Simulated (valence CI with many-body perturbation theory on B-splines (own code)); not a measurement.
Energy levels of Pr52+

Method: relativistic CI+MBPT: five valence electrons over a frozen Dirac-Fock core [He], radial functions for each j: 9 s, 9 p, 8 d, 6 f, 3 g, 1 h, with the one-electron correlation potential Σ1, the two-electron term Σ2, the three-electron term Σ3, Breit, model QED; selected CI, second order for the rest (own B-spline code, finite nucleus).

The last digits are not significant, and no measured levels were compared; by estimate large intervals hold to a few tenths of a per cent, small ones and those within an open d or f shell to about a per cent. Among the levels kept, up to 1200 cm⁻¹ of a level comes from second order outside the variational space, and about a tenth of that is noise between levels of different J, which matters for small intervals.

Levels 1 to 45 of 76, with energies above the lowest level, (2s^2 2p1/2^2 2p3/2) J=3/2. "Leading %" is the weight of the configuration and term that name the level; weights of strongly mixed levels are sums over their largest components and can fall short. In the jj column 3d3/2^4 stands for four electrons in 3d with j = 3/2. Lifetimes count E1, E2, E3, M1 and M2 decay at the calculated energies, and are blank where another channel may lead or the interval is too uncertain; long ones can be off by a factor of two.

| No. | Configuration | Term | J | E (eV) | Leading % | Second component | Lifetime | Leading jj |
| --- | --- | --- | --- | --- | --- | --- | --- | --- |
| 1 | 2s2 2p3 | 2P° | 3/2 | 0.0 | 47 | 27 % 2s2 2p3 2D° |  | 2s^2 2p1/2^2 2p3/2 (100 %) |
| 2 | 2s2 2p3 | 4S° | 3/2 | 485.6 | 55 | 45 % 2s2 2p3 2D° | 883 ps | 2s^2 2p1/2 2p3/2^2 (100 %) |
| 3 | 2s2 2p3 | 2D° | 5/2 | 506.9 | 100 |  | 5.16 ns | 2s^2 2p1/2 2p3/2^2 (100 %) |
| 4 | 2s2 2p3 | 2P° | 1/2 | 542.9 | 100 |  | 1.42 ns | 2s^2 2p1/2 2p3/2^2 (100 %) |
| 5 | 2s 2p4 | 4P | 5/2 | 732.5 | 73 | 27 % 2s 2p4 2D | 2.46 ps | 2s 2p1/2^2 2p3/2^2 (100 %) |
| 6 | 2s 2p4 | 2S | 1/2 | 810.2 | 62 | 30 % 2s 2p4 4P | 626 fs | 2s 2p1/2^2 2p3/2^2 (99 %) |
| 7 | 2s 2p4 | 2P | 3/2 | 811.7 | 47 | 36 % 2s 2p4 2D | 357 fs | 2s 2p1/2^2 2p3/2^2 (99 %) |
| 8 | 2s2 2p3 | 2P° | 3/2 | 1029.9 | 52 | 28 % 2s2 2p3 2D° | 296 ps | 2s^2 2p3/2^3 (99 %) |
| 9 | 2s 2p4 | 4P | 3/2 | 1239.7 | 82 | 13 % 2s 2p4 2D | 736 fs | 2s 2p1/2 2p3/2^3 (99 %) |
| 10 | 2s 2p4 | 2D | 5/2 | 1274.9 | 73 | 27 % 2s 2p4 4P | 728 fs | 2s 2p1/2 2p3/2^3 (100 %) |
| 11 | 2s 2p4 | 2P | 1/2 | 1318.1 | 62 | 36 % 2s 2p4 4P | 280 fs | 2s 2p1/2 2p3/2^3 (98 %) |
| 12 | 2s 2p4 | 2D | 3/2 | 1328.6 | 51 | 48 % 2s 2p4 2P | 280 fs | 2s 2p1/2 2p3/2^3 (100 %) |
| 13 | 2p5 | 2P° | 3/2 | 1601.3 | 99 |  | 245 fs | 2p1/2^2 2p3/2^3 (99 %) |
| 14 | 2s 2p4 | 2S | 1/2 | 1820.7 | 36 | 34 % 2s 2p4 4P | 324 fs | 2s 2p3/2^4 (99 %) |
| 15 | 2p5 | 2P° | 1/2 | 2110.1 | 100 |  | 182 fs | 2p1/2 2p3/2^4 (100 %) |
| 16 | 2s2 2p2 3s | 4P | 1/2 | 5517.6 | 47 | 30 % 2s2 2p2 3s 2S | 13.6 fs | 2s^2 2p1/2^2 3s (100 %) |
| 17 | 2s2 2p2 3p | 2P° | 1/2 | 5592.3 | 45 | 39 % 2s2 2p2 3p 4D° | 1.24 ps | 2s^2 2p1/2^2 3p1/2 (100 %) |
| 18 | 2s2 2p2 3p | 2P° | 3/2 | 5749.6 | 33 | 21 % 2s2 2p2 3p 4D° | 1.28 ps | 2s^2 2p1/2^2 3p3/2 (99 %) |
| 19 | 2s2 2p2 3d | 2D | 3/2 | 5820.0 | 41 | 34 % 2s2 2p2 3d 4F | 10.0 fs | 2s^2 2p1/2^2 3d3/2 (100 %) |
| 20 | 2s2 2p2 3d | 2D | 5/2 | 5869.5 | 34 | 19 % 2s2 2p2 3d 4D | 1.87 fs | 2s^2 2p1/2^2 3d5/2 (99 %) |
| 21 | 2s2 2p2 3s | 4P | 3/2 | 6011.3 | 88 | 10 % 2s2 2p2 3s 2P | 19.5 fs | 2s^2 2p1/2 2p3/2 3s (100 %) |
| 22 | 2s2 2p2 3s | 2P | 1/2 | 6019.3 | 67 | 33 % 2s2 2p2 3s 4P | 9.17 fs | 2s^2 2p1/2 2p3/2 3s (100 %) |
| 23 | 2s2 2p2 3s | 2D | 5/2 | 6029.2 | 63 | 36 % 2s2 2p2 3s 4P | 18.8 fs | 2s^2 2p1/2 2p3/2 3s (99 %) |
| 24 | 2s2 2p2 3s | 2D | 3/2 | 6034.2 | 63 | 35 % 2s2 2p2 3s 2P | 9.75 fs | 2s^2 2p1/2 2p3/2 3s (100 %) |
| 25 | 2s2 2p2 3p | 4P° | 1/2 | 6085.4 | 47 | 28 % 2s2 2p2 3p 4D° | 1.74 ps | 2s^2 2p1/2 2p3/2 3p1/2 (100 %) |
| 26 | 2s2 2p2 3p | 4D° | 3/2 | 6091.2 | 56 | 22 % 2s2 2p2 3p 2D° | 1.70 ps | 2s^2 2p1/2 2p3/2 3p1/2 (100 %) |
| 27 | 2s2 2p2 3p | 2F° | 5/2 | 6103.8 | 47 | 31 % 2s2 2p2 3p 2D° | 1.26 ps | 2s^2 2p1/2 2p3/2 3p1/2 (99 %) |
| 28 | 2s2 2p2 3p | 2P° | 3/2 | 6132.1 | 42 | 26 % 2s2 2p2 3p 2D° | 510 fs | 2s^2 2p1/2 2p3/2 3p1/2 (99 %) |
| 29 | 2s 2p3 3s | 4P° | 5/2 | 6215.5 | 31 | 20 % 2s 2p3 3s 6S° | 42.1 fs | 2s 2p1/2^2 2p3/2 3s (65 %) |
| 30 | 2s2 2p2 3p | 2P° | 1/2 | 6237.4 | 34 | 32 % 2s2 2p2 3p 4P° | 396 fs | 2s^2 2p1/2 2p3/2 3p3/2 (97 %) |
| 31 | 2s 2p3 3s | 2P° | 3/2 | 6240.3 | 22 | 20 % 2s 2p3 3s 4S° | 14.7 fs | 2s 2p1/2^2 2p3/2 3s (71 %) |
| 32 | 2s2 2p2 3p | 2D° | 3/2 | 6244.6 | 52 | 25 % 2s2 2p2 3p 4P° | 486 fs | 2s^2 2p1/2 2p3/2 3p3/2 (98 %) |
| 33 | 2s2 2p2 3p | 4D° | 5/2 | 6244.9 | 39 | 18 % 2s2 2p2 3p 4P° | 77.5 fs | 2s^2 2p1/2 2p3/2 3p3/2 (68 %) |
| 34 | 2s2 2p2 3p | 2F° | 7/2 | 6251.6 | 63 | 37 % 2s2 2p2 3p 4D° | 1.21 ps | 2s^2 2p1/2 2p3/2 3p3/2 (100 %) |
| 35 | 2s2 2p2 3p | 4S° | 3/2 | 6268.6 | 22 | 16 % 2s2 2p2 3p 2P° | 41.6 fs | 2s^2 2p1/2 2p3/2 3p3/2 (67 %) |
| 36 | 2s2 2p2 3p | 2D° | 5/2 | 6273.7 | 61 | 17 % 2s2 2p2 3p 2F° | 698 fs | 2s^2 2p1/2 2p3/2 3p3/2 (96 %) |
| 37 | 2s2 2p2 3p | 2P° | 1/2 | 6281.4 | 66 | 8 % 2s 2p3 3s 4D° | 36.7 fs | 2s^2 2p1/2 2p3/2 3p3/2 (75 %) |
| 38 | 2s 2p3 3p | 4P | 3/2 | 6305.7 | 26 | 23 % 2s 2p3 3p 6P | 5.81 fs | 2s 2p1/2^2 2p3/2 3p1/2 (90 %) |
| 39 | 2s 2p3 3p | 2D | 5/2 | 6306.1 | 22 | 16 % 2s 2p3 3p 4D | 2.91 fs | 2s 2p1/2^2 2p3/2 3p1/2 (88 %) |
| 40 | 2s 2p3 3s | 2P° | 3/2 | 6308.1 | 32 | 18 % 2s 2p3 3s 2D° | 24.8 fs | 2s 2p1/2^2 2p3/2 3s (93 %) |
| 41 | 2s 2p3 3s | 4D° | 1/2 | 6308.6 | 26 | 20 % 2s 2p3 3s 2P° | 15.3 fs | 2s 2p1/2^2 2p3/2 3s (72 %) |
| 42 | 2s2 2p2 3d | 4F | 3/2 | 6315.9 | 40 | 25 % 2s2 2p2 3d 2P | 7.64 fs | 2s^2 2p1/2 2p3/2 3d3/2 (92 %) |
| 43 | 2s2 2p2 3d | 4F | 5/2 | 6317.9 | 49 | 40 % 2s2 2p2 3d 2F | 31.2 fs | 2s^2 2p1/2 2p3/2 3d3/2 (94 %) |
| 44 | 2s2 2p2 3d | 4D | 1/2 | 6319.4 | 79 | 14 % 2s2 2p2 3d 2P | 10.1 fs | 2s^2 2p1/2 2p3/2 3d3/2 (100 %) |
| 45 | 2s2 2p2 3d | 2G | 7/2 | 6331.6 | 49 | 25 % 2s2 2p2 3d 2F | 564 fs | 2s^2 2p1/2 2p3/2 3d3/2 (96 %) |

The ionisation energy to 2s2 2p2 3P_0 of the next ion comes out as 10176 eV (NIST: 10175 ± 4 eV (theoretical)). All 76 levels together are meant to be complete up to 6598.7 eV.
